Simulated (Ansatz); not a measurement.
Isolated molecules relaxed with PBE0-D4/def2-TZVP in Ansatz; ΔE leaves out vibrations. CBS: MP2 limit from def2 TZ/QZ plus the TZ coupled-cluster correction, frozen cores. This one scheme is used for every species. DFT in def2-TZVPP. Elements past krypton have def2 core potentials. For Cd outer-core shells are correlated without core-valence functions, which leaves a few kJ/mol of doubt a bond. Each species was taken in one conformer, which may not be the lowest.

Consider the ligand exchange at a Cd–Cl bond: `[F][Cd][Cl]` + CH₃OH → `C[O][Cd][F]` + HCl.

| level | ΔE (kJ/mol) |
| --- | --- |
| ωB97M-V | 125.7 |
| RPA@PBE/def2-TZVPP | 106.3 |

What does CCSD(T)/CBS give? (Estimate.)

The calculation gave: +124.3 kJ/mol. The listed levels differ from it by 1.4, -18.0 kJ/mol.

Largest T1 diagnostic among the species: 0.018.

From PBE to PBE0 (25 % exact exchange), in def2-TZVPP and without D4, ΔE moves by +14.4 kJ/mol. Leaving LDA and LC-ωPBE aside and taking each functional with its dispersion term where it has one, the values, not all of them listed here, spread over 28.2 kJ/mol, from BLYP-D4 to BHLYP-D4.
